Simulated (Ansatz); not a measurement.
```yaml
crystal:
  periodic: [false, false, false]
  atoms:
    - {symbol: C, position_ang: [-1.376070, 0.473384, 1.456240]}
    - {symbol: Ga, position_ang: [0.060412, -0.158229, 0.252555]}
    - {symbol: P, position_ang: [2.125622, -0.503313, 1.280936]}
    - {symbol: B, position_ang: [-0.186364, -0.696439, -1.766210]}
    - {symbol: O, position_ang: [-0.073812, 0.264909, -2.714596]}
    - {symbol: H, position_ang: [-2.223194, -0.217485, 1.436215]}
    - {symbol: H, position_ang: [-1.037877, 0.585312, 2.486803]}
    - {symbol: H, position_ang: [-1.744560, 1.441547, 1.104598]}
    - {symbol: H, position_ang: [2.120540, 0.725052, 1.992794]}
    - {symbol: H, position_ang: [2.921724, -0.021857, 0.209517]}
    - {symbol: H, position_ang: [-0.404567, -1.830329, -2.125954]}
    - {symbol: H, position_ang: [-0.181863, -0.062532, -3.612918]}
basis:
  gaussian: {orbitals: def2-mTZVPP}
hamiltonian: {xc: {name: CCSD(T)}}
```

```sh
$ ansatz run in.yaml --threads 4 --pin off --events-out ev --progress --plain --max-ram 10444MiB
```

Shortened log:

```
Error: YAML parse error: error: line 18 column 19: hamiltonian.xc: no functional is named "CCSD(T)"; the names, which are not case-sensitive, are SVWN5, SPW92, PBE, PBE0, PBEsol, revPBE, revPBE0, RPBE, rPW86-PBE, HSE06, wPBEh, LC-wPBE, HISS, HF, BLYP, B3LYP, B3LYP5, BHLYP, CAM-B3LYP, r2SCAN, r2SCANh, r2SCAN0, r2SCAN50, m-r2SCAN, B97, wB97, wB97X, wB97X-V, B97M-V, wB97M-V, B2PLYP, B2GP-PLYP, PBE0-DH, PBE-QIDH
16 | basis:
17 |   gaussian: {orbitals: def2-mTZVPP}
18 | hamiltonian: {xc: {name: CCSD(T)}}
```

Problem. What is wrong with this run?

Solution. The method's name isn't one that the program takes here. The program refused the input.

HSE06 is defined as in plane-wave codes.
